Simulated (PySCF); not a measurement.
Computed IR spectrum (relative IR intensity) of a molecule CH₅F₂NOSi. The structure is a stationary point at PBE-D3(BJ)/def2-SVP. The values are those of a single conformer. Computed with PBE-D3(BJ)/def2-SVP (PySCF). Frequencies are harmonic and unscaled.

Lines under 2 % of the strongest are left out, and lines within 2 cm⁻¹ are merged.

```json
[
 {"ν (cm⁻¹)": "178", "relative intensity": "5.3"},
 {"ν (cm⁻¹)": "234", "relative intensity": "4.0"},
 {"ν (cm⁻¹)": "306", "relative intensity": "5.6"},
 {"ν (cm⁻¹)": "327", "relative intensity": "7.2"},
 {"ν (cm⁻¹)": "346", "relative intensity": "34"},
 {"ν (cm⁻¹)": "383", "relative intensity": "64"},
 {"ν (cm⁻¹)": "396", "relative intensity": "26"},
 {"ν (cm⁻¹)": "694", "relative intensity": "6.4"},
 {"ν (cm⁻¹)": "887", "relative intensity": "82"},
 {"ν (cm⁻¹)": "940", "relative intensity": "94"},
 {"ν (cm⁻¹)": "955", "relative intensity": "100"},
 {"ν (cm⁻¹)": "1122", "relative intensity": "84"},
 {"ν (cm⁻¹)": "1140", "relative intensity": "2.9"},
 {"ν (cm⁻¹)": "1180", "relative intensity": "80"},
 {"ν (cm⁻¹)": "1429", "relative intensity": "2.3"},
 {"ν (cm⁻¹)": "1484", "relative intensity": "32"},
 {"ν (cm⁻¹)": "2937", "relative intensity": "32"},
 {"ν (cm⁻¹)": "3017", "relative intensity": "15"},
 {"ν (cm⁻¹)": "3048", "relative intensity": "13"},
 {"ν (cm⁻¹)": "3510", "relative intensity": "19"},
 {"ν (cm⁻¹)": "3607", "relative intensity": "22"}
]
```

Question: Which molecule gave these data?
(A) CO[Si](N)(F)F
(B) CN[Si](O)(F)F
(C) NC[Si](O)(F)F
(D) N[Si@](O)(F)CF

Answer: A, CO[Si](N)(F)F
